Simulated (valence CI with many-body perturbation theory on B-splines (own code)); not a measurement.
# Cs22+: one-electron terms

Computed by configuration interaction combined with many-body perturbation theory (CI+MBPT): five valence electrons over a frozen Dirac-Fock core [Ar] 3d10, a basis of 9 s, 9 p, 8 d, 6 f, 3 g, 1 h functions for each j, with the one-electron correlation potential Σ1, the two-electron term Σ2, the three-electron term Σ3, Breit, model QED; selected CI, second order for the rest (own B-spline code, finite nucleus).

No measured spectrum was set against this ion. As an estimate, levels hold to about 250 cm⁻¹ or 0.2 % of their energy and the worst to 1 %, as in measured heavy ions of charge 2 to 7; those with d or f electrons hold less well. Among the levels kept, up to 270 cm⁻¹ of a level comes from second order outside the variational space, and about a tenth of that is noise between levels of different J, which matters for small intervals.

These are the spectroscopic orbitals of the CI (the correlating ones are not listed), shaped by the core and the other valence electrons. h is the expectation value of the core's Dirac-Fock operator, without the valence repulsion; Σ1 is computed up to l = 3 at one energy for each symmetry, that of its lowest orbital but kept below the first core excitation, so for empty shells it is not the orbital's own correlation shift; Breit and QED include the response of the core.

| Orbital | h (hartree) | Σ1 (cm⁻¹) | Breit (cm⁻¹) | QED (cm⁻¹) | ⟨r⟩ (bohr) |
| --- | --- | --- | --- | --- | --- |
| 4s1/2 | -33.594 | -12134 | 3436 | 2594 | 0.6316 |
| 5s1/2 | -19.572 | -4055 | 1433 | 1093 | 1.103 |
| 6s1/2 | -12.819 | -1886 | 719 | 555 | 1.709 |
| 7s1/2 | -9.052 | -1051 | 417 | 323 | 2.443 |
| 4p1/2 | -31.559 | -12207 | 5308 | -77.6 | 0.6400 |
| 5p1/2 | -18.605 | -4158 | 2235 | -31.3 | 1.132 |
| 6p1/2 | -12.295 | -1991 | 1157 | -16.0 | 1.754 |
| 7p1/2 | -8.7359 | -1126 | 680 | -9.3 | 2.505 |
| 4p3/2 | -30.807 | -11214 | 3301 | 177 | 0.6574 |
| 5p3/2 | -18.265 | -3923 | 1396 | 76.3 | 1.154 |
| 6p3/2 | -12.112 | -1900 | 762 | 40.1 | 1.782 |
| 7p3/2 | -8.6266 | -1081 | 450 | 23.7 | 2.537 |
| 4d3/2 | -27.5 | -11551 | 2014 | -145 | 0.6670 |
| 5d3/2 | -16.717 | -4141 | 888 | -61.5 | 1.200 |
| 6d3/2 | -11.271 | -2078 | 481 | -32.9 | 1.856 |
| 4d5/2 | -27.347 | -11231 | 1164 | -62.8 | 0.6718 |
| 5d5/2 | -16.645 | -4038 | 498 | -25.8 | 1.206 |
| 6d5/2 | -11.232 | -2028 | 270 | -13.5 | 1.863 |
| 4f5/2 | -23.825 | -10618 | 514 | -59.3 | 0.6563 |
| 5f5/2 | -15.091 | -3532 | 244 | -29.7 | 1.229 |
| 4f7/2 | -23.801 | -10415 | 90.3 | -38.3 | 0.6577 |
| 5f7/2 | -15.076 | -3459 | 43.1 | -19.1 | 1.231 |
| 5g7/2 | -14.416 |  | 7.3 | -3.7 | 1.156 |
| 5g9/2 | -14.411 |  | -8.2 | 0.4 | 1.157 |

Among the shells of the start configuration 4s2 4p3, Σ1 is largest in size for 4p1/2, where it is 0.18 % of h.

Lowest root of each symmetry, sizes in configuration state functions:

```tsv
J	Parity	Roots	Reference	Variational	Second order	Change by selected CI (cm⁻¹)	Change by second order (cm⁻¹)
1/2	even	8	62	39995	625571	-10558	-24
3/2	even	11	102	39981	1154898	-10086	-101
5/2	even	10	113	39997	1613501	-8839	-143
7/2	even	5	93	40000	1296106	-12012	-158
9/2	even	2	64	36166	911294	-12791	-64
1/2	odd	3	30	36856	461334	-14008	-21
3/2	odd	7	47	39994	885874	-12710	-35
5/2	odd	4	44	39972	1146754	-12823	-77
7/2	odd	2	33	39996	964123	-16234	-139
9/2	odd	2	16	37401	1167303	-15723	-80
```
